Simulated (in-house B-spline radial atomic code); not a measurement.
Plasmons and hot-electron lifetimes in Tl from the free-electron model

The electrons form a uniform gas at zero temperature with Lindhard's dielectric function (RPA). An added electron of energy E, from the band bottom, collides once per mean free path λ, with 1/λ = (1/πE) ∫dω ∫dq/q Im(−1/ε(q, ω)), in atomic (or effective) units, with ω up to E − E_F and q between √(2E) ∓ √(2(E − ω)); electron-hole pairs and the plasmon pole are integrated apart. No exchange between the two electrons.

Tl: 3 valence electrons per atom, density 11.8 g/cm³, mass 204.38 u, so r_s = 2.49 bohr. Core levels, phonons and band structure are left out.

Problem. Find E_F, the plasma energy, the screening length and the long-wave dispersion of the plasmon.

Solution. k_F = 1.91916/2.49 = 0.7707, E_F = k_F²/2 = 8.08 eV. ω_p = √(3/r_s³) = 0.4408 hartree = 12.00 eV. The Thomas-Fermi length is √(π/4k_F) = 1.009 bohr = 0.0534 nm. For small q, ω = ω_p + α q² with α = (3/5) E_F/ω_p = 0.4043; at q = 0.2441 this gives 12.65 eV, and the zero of ε lies at 12.68 eV. The plasmon meets the pair continuum ω = q k_F + q²/2 at q_c = 0.61027 = 0.79 k_F, 17.9 eV.

| E − E_F (eV) | λ (nm) | share of plasmon losses | lifetime (fs) | stopping (eV/nm) |
| --- | --- | --- | --- | --- |
| 0.404 | 302 | 0.00 | 175 | 0.00089 |
| 0.808 | 81 | 0.00 | 45.8 | 0.00661 |
| 1.62 | 23.1 | 0.00 | 12.5 | 0.046 |
| 2.83 | 9.08 | 0.00 | 4.64 | 0.204 |
| 4.04 | 5.25 | 0.00 | 2.54 | 0.5 |
| 6.06 | 2.96 | 0.00 | 1.33 | 1.32 |
| 8.08 | 2 | 0.00 | 0.838 | 2.61 |
| 10.5 | 1.41 | 0.00 | 0.551 | 4.84 |
| 12.9 | 1.09 | 0.00 | 0.401 | 7.68 |
| 16.2 | 0.835 | 0.00 | 0.286 | 12.5 |
| 20.2 | 0.396 | 0.35 | 0.126 | 35.6 |
| 25.9 | 0.328 | 0.42 | 0.0948 | 46.5 |

Problem. Quinn and Ferrell's limit is τ = 263 r_s^(−5/2) (E − E_F)⁻² fs·eV². How far does it hold?

Solution. The prefactor is 26.9 fs·eV². At 0.404 eV it gives 165 fs against 175, a ratio of 1.06; at 4.04 eV 1.65 against 2.54, a ratio of 1.54. The inverse square comes from the phase space of two final states near E_F; the formula is the limit of high density and small excess energy.

Problem. From what energy can an electron emit a plasmon?

Solution. It needs ω ≤ q v − q²/2 and a final state above E_F. On the computed dispersion this first holds at E − E_F = 17.3 eV, above ω_p = 12.0 eV, since a slow electron can only couple to plasmons of large q, which cost more.
